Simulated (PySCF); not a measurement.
Structure elucidation problem

The spectra below were simulated for a compound C$_{5}$H$_{11}$BO$_{3}$.

1H NMR (500 MHz, computed): δ 6.12 (m, 1H), 5.49 (m, 1H), 4.55 (sept, 1H), 4.23 (m, 1H), 2.72 (br s, 1H), 1.25 (d, 6H).

13C{1H} NMR (computed): δ 144.2 (CH), 93.7 (CH2), 69.4 (CH), 25.5 (CH3, 2C).

Computed data (PySCF): PBE0-D3(BJ)/def2-SVP structure, KT2/pcSseg-1 with gauge-including orbitals. Relativity neglected, one conformer, one averaged value for each set of equivalent atoms, gas phase.

Chemical shifts δ = σref − σ; TMS for 1H and 13C, all at this level.

Task: Choose the structure that fits.
A. C=COB(O)OC(C)C
B. CO[C@H]1C[C@H](B(O)O)C1
C. CO[C@H]1C[C@@H](B(O)O)C1
D. CC(C)[C@H]1COB(O)O1
E. CC(C)OB1OCCO1

Result: A. 

4 carbon signals for 5 carbons: some carbons are equivalent by symmetry or fast rotation. Carbon types of the structure: 2 × CH, 1 × CH2, 2 × CH3, leaving 1 H on heteroatoms. δC 144.2: alkene carbon bearing oxygen; an sp2 carbon further deshielded by the attached heteroatom. δC 93.7: β carbon of an enol-ether or enamine type C=C; the O or N lone pair pushes π density onto this β carbon and shields it. δC 69.4: sp3 CH bonded to O; deshielded by the electronegative neighbour. δH 6.12: hydrogen on an alkene carbon bearing oxygen; olefinic region. δH 5.49, 4.23: hydrogen on a β carbon of an enol-ether or enamine type C=C.

The others: CC(C)[C@H]1COB(O)O1 would give 5 carbon signals, not 4; CO[C@H]1C[C@H](B(O)O)C1 has carbons computed at 77.7, 55.8, 36.0, 11.7, with a different DEPT pattern; CO[C@H]1C[C@@H](B(O)O)C1 has carbons computed at 76.1, 55.3, 35.1, 12.4, with a different DEPT pattern; CC(C)OB1OCCO1 would give 3 carbon signals, not 4.

OH/NH shifts are gas-phase values; hydrogen bonding in solution moves them, usually downfield. Shifts are as computed. Against solution values, carbons near 30 ppm lie about +2 ppm off and those near 130 ppm about -5 ppm. Of 1309 compounds with measured shifts, 239 miss one by over three times the rms of a fit or turn the order of signals round; such compounds aren't used in these exercises. No couplings were computed; multiplicities are counted from neighbouring protons, with m where these are inequivalent, close in shift, in a saturated or five-membered ring or joined by F or P, and br s for small geminal =CH2 splittings.
